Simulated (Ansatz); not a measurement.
AlH3OSiZn. Charge 0, multiplicity 1. For Zn the d shell is correlated and the shells below it are frozen. Scalar relativity is left out up to krypton.

Cartesian coordinates in Å:
```
O 1.820 -0.081 1.082
Al 0.264 0.588 1.185
Si -0.693 -0.289 -0.960
Zn 1.559 -0.941 -0.568
H -0.299 1.489 2.354
H -0.938 0.607 -2.124
H -1.713 -1.374 -0.969
```

(1) Give the diagnostics of a CCSD(T)/def2-TZVPP run (frozen core, the Gaussian-basis code of Ansatz). (Best estimate.)

## Answers

(1) Ansatz gave: T1 = 0.0201, largest single amplitude 0.048, largest double 0.073, (T) share of the correlation energy 3.8 %, 12 CCSD cycles. The RHF solution is stable towards an unrestricted one. T1 lies over the customary mark of 0.02 for closed shells; compounds of d metals often pass it without a breakdown.
